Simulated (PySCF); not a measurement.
Nonlinear optical response: SMILES O=Cc1cccs1, C5H4OS

Molfile (atoms numbered from 1):
```
C5H4OS
     RDKit          3D

 11 11  0  0  0  0  0  0  0  0999 V2000
    1.7498   -2.3480   -0.5221 O   0  0  0  0  0  0  0  0  0  0  0  0
    0.5883   -2.0325   -0.4340 C   0  0  0  0  0  0  0  0  0  0  0  0
    0.1412   -0.6808   -0.0939 C   0  0  0  0  0  0  0  0  0  0  0  0
    0.9367    0.4160    0.1716 C   0  0  0  0  0  0  0  0  0  0  0  0
    0.1828    1.5744    0.4671 C   0  0  0  0  0  0  0  0  0  0  0  0
   -1.1736    1.3403    0.4219 C   0  0  0  0  0  0  0  0  0  0  0  0
   -1.5368   -0.2798    0.0219 S   0  0  0  0  0  0  0  0  0  0  0  0
   -0.2321   -2.7736   -0.6118 H   0  0  0  0  0  0  0  0  0  0  0  0
    2.0249    0.3535    0.1455 H   0  0  0  0  0  0  0  0  0  0  0  0
    0.6132    2.5476    0.7053 H   0  0  0  0  0  0  0  0  0  0  0  0
   -1.9790    2.0503    0.6066 H   0  0  0  0  0  0  0  0  0  0  0  0
  1  2  2  0
  2  3  1  0
  3  4  2  0
  4  5  1  0
  5  6  2  0
  6  7  1  0
  7  3  1  0
  2  8  1  0
  4  9  1  0
  5 10  1  0
  6 11  1  0
M  END
```

Method: quadratic response CAM-B3LYP/def2-TZVPD first hyperpolarisability, Taylor convention, gas phase (PySCF). Geometry: PBE0-D3(BJ)/def2-SVP.

Task: Give β for the processes computed.

Result: In au, Taylor convention; the vector part is βᵢ = ⅓ Σⱼ (βᵢⱼⱼ + βⱼᵢⱼ + βⱼⱼᵢ); β∥ is 3/5 of the vector part along the dipole, the dipole points from − to +:
```csv
process,λ (nm),β vector norm,β∥,β HRS,depolarisation ratio
"static β(0;0,0)",∞,286.8,113.6,129.3,3.92
"second harmonic β(−2ω;ω,ω)",1907,317.8,131.9,142.6,4.01
"Pockels β(−ω;ω,0)",1907,296.5,119.3,–,–
"second harmonic β(−2ω;ω,ω)",1064,410.4,186.3,181.7,4.24
"Pockels β(−ω;ω,0)",1064,320.2,133.3,–,–
```

Task: Which lowest excitations, dipole and polarisabilities go with it?

Result: S1 3.90 eV (f = 0.000); S2 4.86 eV (f = 0.252); S3 5.15 eV (f = 0.068); dipole 3.49 D; isotropic α 81.4 au static, 81.7 au at 1907 nm, 82.6 au at 1064 nm, 82.9 au at 953.5 nm, 86.9 au at 532 nm.
